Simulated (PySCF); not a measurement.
**Exercise with solution: entropy of an ideal gas**

FGe, SMILES [Ge][F] (connectivity only; charge and spin as stated), charge +1, multiplicity 1.

Coordinates come from a PBE-D3(BJ)/def2-TZVPD optimisation. The spin state was assumed, not searched.

PBE-D3(BJ)/def2-TZVPD (PySCF) gives the harmonic wavenumbers 763 cm⁻¹ and the rotational temperature 0.5565 K. The molar mass is 91.63 g/mol, the symmetry number 1, the spin multiplicity 1.

Q: Work out the entropy at 298.15 K and 1 atm in the rigid-rotor, harmonic-oscillator model.

A: 
Translation (Sackur–Tetrode at 1 atm): S = R[1.5 ln M + 2.5 ln T − 1.16487] = 165.1 J/(mol K).
Rotation: q = T/(σ θ) = 536, S = R[ln q + 1] = 60.6 J/(mol K).
Vibration: with u = 1.4388 ν/T, each mode gives R[u/(e^u − 1) − ln(1 − e^−u)]:
| ν (cm⁻¹) | modes | u | S (J/(mol K)) |
|---|---|---|---|
| 763 | 1 | 3.68 | 1.00 |
These are all the modes. Sum 1.0 J/(mol K).
Spin: R ln 1 = 0.0 J/(mol K).
Total 226.7 J/(mol K); the program's own thermochemistry gives 226.6. Translation makes up 73 % and vibration 0 %. Anharmonicity, hindered rotation and orbital degeneracy are left out.
